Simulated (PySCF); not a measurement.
Species: C4H10NSi2 (doublet state).
Cartesian coordinates in Å at the GFN2-xTB level; atoms count from 1:
```xyz
17
C4H10NSi2 angstrom
C      2.8977    0.8333   -0.7151
C      2.1166    0.1006    0.0096
C      1.4132   -0.7251    0.7908
C      0.0390   -0.9028    0.8843
N     -0.9536   -0.2219    0.2137
Si    -2.5268   -0.9923    0.2800
Si    -0.6275    1.2617   -0.6603
H      3.2153    1.8242   -0.4120
H      3.2671    0.5103   -1.6817
H      2.0013   -1.3642    1.4435
H     -0.3116   -1.6778    1.5509
H     -3.4603   -0.1245   -0.4216
H     -2.4262   -2.3113   -0.3523
H     -2.8851   -1.1501    1.6938
H      0.1493    2.1455    0.2039
H     -1.9485    1.8391   -0.9054
H      0.0330    0.9673   -1.9320
```

The hyperfine couplings belong to this conformer and change with its torsions.

The species is `C=[C]/C=C\N([SiH3])[SiH3]` [radical].

Computed, not measured: PySCF 2.14.0, UKS B3LYP, pcH-1 on C H N Si, non-relativistic, mean-field spin-orbit, GIAO. One conformer (not necessarily the lowest) at the GFN2-xTB geometry, without solvent, vibrations or thermal averaging. The geometry wasn't refined by DFT: couplings that depend on bond lengths, twists or pyramidal angles can differ widely from those at the functional's own minimum. The frame is twisted about the C4–N5 bond at this geometry (dihedral C3–C4–N5–Si7 = -13°); couplings at other torsion angles weren't computed. Stability of the SCF solution: not tested.

Mulliken spin populations: C1 -0.105, C2 +0.544, C3 -0.213, C4 +0.575, N5 +0.086, Si6 +0.012, Si7 +0.003, H8 +0.046, H9 +0.045, H10 +0.009, H11 -0.028, H12 -0.001, H13 +0.006, H14 +0.006, H15 +0.008, H16 0.000, H17 +0.007. Main spin sites, with 60 % or more of the largest population: C2, C4; positions count bonds from the nearest.

Q: Give the computed dipolar 1H tensors of H8, H9, H12, H13, H14, H15, H16, H17.

A: 
```json
{"atom": "H8", "position": "2 bonds from C2, on C1 of spin population -0.11", "distance from C4 (Å)": "4.38", "T1 (MHz)": "-2.71", "T2": "-2.25", "T3": "4.96"}
{"atom": "H9", "position": "2 bonds from C2, on C1 of spin population -0.11", "distance from C4 (Å)": "4.36", "T1 (MHz)": "-2.68", "T2": "-2.27", "T3": "4.95"}
{"atom": "H12", "position": "3 bonds from C4", "distance from C4 (Å)": "3.82", "T1 (MHz)": "-1.63", "T2": "-1.11", "T3": "2.74"}
{"atom": "H13", "position": "3 bonds from C4", "distance from C4 (Å)": "3.10", "T1 (MHz)": "-1.91", "T2": "-1.42", "T3": "3.33"}
{"atom": "H14", "position": "3 bonds from C4", "distance from C4 (Å)": "3.04", "T1 (MHz)": "-1.68", "T2": "-1.43", "T3": "3.10"}
{"atom": "H15", "position": "3 bonds from C4", "distance from C4 (Å)": "3.13", "T1 (MHz)": "-2.45", "T2": "-0.58", "T3": "3.03"}
{"atom": "H16", "position": "3 bonds from C4", "distance from C4 (Å)": "3.83", "T1 (MHz)": "-1.41", "T2": "-1.27", "T3": "2.68"}
{"atom": "H17", "position": "3 bonds from C4", "distance from C4 (Å)": "3.38", "T1 (MHz)": "-1.96", "T2": "-0.80", "T3": "2.76"}
```

Q: Estimate them with point dipoles: put each population ρk at its nucleus, leave out the nucleus itself and the atom bound to it, and sum T = Σ [ρk/(2S)]·C·(3 n nᵀ − 1)/r³ with C = μ0 gₑ μB g_N μN/(4π h) = 79.06 MHz Å³.

A: 
```
atom  T1 (MHz)     T2    T3  T3, computed  difference in T3 (%)
  H8     -5.37  -4.03  9.40          4.96                   +89
  H9     -5.38  -4.03  9.41          4.95                   +90
 H12     -1.32  -1.19  2.50          2.74                    -9
 H13     -1.84  -1.81  3.65          3.33                   +10
 H14     -1.91  -1.86  3.77          3.10                   +21
 H15     -3.03  -0.99  4.02          3.03                   +33
 H16     -1.52  -1.09  2.61          2.68                    -3
 H17     -2.59  -1.03  3.63          2.76                   +31
```
